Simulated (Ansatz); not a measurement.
`[OH][AlH][SbH][Cl]` + `CBF` → `C[B](F)[SbH][Cl]` + `[OH][AlH2]` at 400 K and 1 bar (formal exchange of groups at the Sb–Al bond).

Calculated with Ansatz (gas phase, PBE0-D4/def2-TZVP geometries, no zero-point term in ΔE). CBS: MP2 limit from def2 TZ/QZ plus the TZ coupled-cluster correction, frozen cores. This one scheme is used for every species. Elements past krypton have def2 core potentials. For Sb outer-core shells are correlated without core-valence functions, which leaves a few kJ/mol of doubt a bond. One conformer a species, not always the lowest.

```
             species  CCSD(T)/CBS energy (Eh)  H − E (kJ/mol)  S (J/(mol·K))
`[OH][AlH][SbH][Cl]`              -1018.88275           109.1          400.1
               `CBF`               -165.10297           154.9          294.4
  `C[B](F)[SbH][Cl]`               -864.93191           168.9          423.4
        `[OH][AlH2]`               -319.03157            88.7          271.1
```

H − E and S are ideal-gas, rigid-rotor, harmonic terms from PBE0-D4/def2-TZVP, for one conformer and one mirror image of each species. 1 Eh = 2625.50 kJ/mol, R = 8.31446 J/(mol·K).

By hand: ΔE, ΔH, ΔS and ΔG.

ΔE = (-864.93191) + (-319.03157) − (-1018.88275) − (-165.10297) = 0.02224 Eh = 58.4 kJ/mol. Δ(H − E) = 168.9 + 88.7 − 109.1 − 154.9 = -6.4, so ΔH = 52.0 kJ/mol. ΔS = 423.4 + 271.1 − 400.1 − 294.4 = 0.0 J/(mol·K). ΔG = 52.0 − 400 × (0.0)/1000 = 52.0 kJ/mol.

By hand: the equilibrium constant, and the temperature at which ΔG would vanish if ΔH and ΔS stayed fixed.

log₁₀ K = −ΔG/(RT ln 10) = -6.8. With ΔH or ΔS at zero there is no such temperature.

The number of gas molecules stays the same, so ΔS is small and ΔH decides. A doubt of 5 kJ/mol in ΔE shifts log₁₀ K by 0.7 here. Other conformers and mirror images would add mixing entropy, several J/(mol·K) or more a flexible species. Modes under 60 cm⁻¹, often nearly free rotors, make the harmonic entropy too high. These are equilibria of isolated gas molecules and say nothing of rates. Largest T1 diagnostic: 0.014 (customary marks: 0.02 for closed shells, 0.045 for open ones).

ΔS is within the doubt of such terms, so its sign, and with it that verdict, could turn.
